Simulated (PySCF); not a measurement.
[Er(OH)4]−: from a saddle point downhill

PySCF 2.14.0, RKS BP86, Er lcecp-1-SVP with ECP57, O def2-SVP, H def2-SVP; non-relativistic Hamiltonian with scalar-relativistic core potentials where named; density fitting; no spin-orbit coupling. Relaxed within the symmetry of its start, the geometry (S4) is

```xyz
9

Er    0.0000    0.0000    0.0001
O     1.1588    1.3202    1.1979
H     2.1140    1.4910    1.2332
O    -1.1588   -1.3202    1.1979
H    -2.1140   -1.4910    1.2332
O     1.3202   -1.1581   -1.1981
H     1.4887   -2.1138   -1.2384
O    -1.3202    1.1581   -1.1981
H    -1.4887    2.1138   -1.2384
```

and its lowest harmonic modes are -68, -60, 29, 74, 117, 128 cm⁻¹ (negative: unstable). It was moved along the lowest mode and relaxed again.

Question: Where does it end, and how much lower?

Answer: In C1, 0.002 eV lower, after 8 steps:
```xyz
9

Er    0.0267    0.0182   -0.0050
O     1.1742    1.3034    1.2267
H     2.0906    1.4918    1.4789
O    -1.1741   -1.2891    1.1768
H    -2.0926   -1.5200    0.9535
O     1.2792   -1.2138   -1.2056
H     1.3217   -2.1843   -1.2301
O    -1.3065    1.1363   -1.2261
H    -1.6809    2.0310   -1.1798
```

Question: How do the contacts change?

Answer: 
| contact | saddle (Å) | end (Å) |
| --- | --- | --- |
| Er1–O2 (OH) | 2.126 | 2.118 |
| Er1–O4 (OH) | 2.126 | 2.133 |
| Er1–O6 (OH) | 2.126 | 2.128 |
| Er1–O8 (OH) | 2.126 | 2.126 |


Question: Is the end a minimum?

Answer: No, 1 of the modes stay unstable (below −25 cm⁻¹); lowest modes -83, 47, 82, 88, 126, 144 cm⁻¹.

An lcecp potential fixes the number of 4f electrons, so in runs with it no electron can move into or out of that shell.

State: singlet in the valence, with the 4f electrons in the core potential.
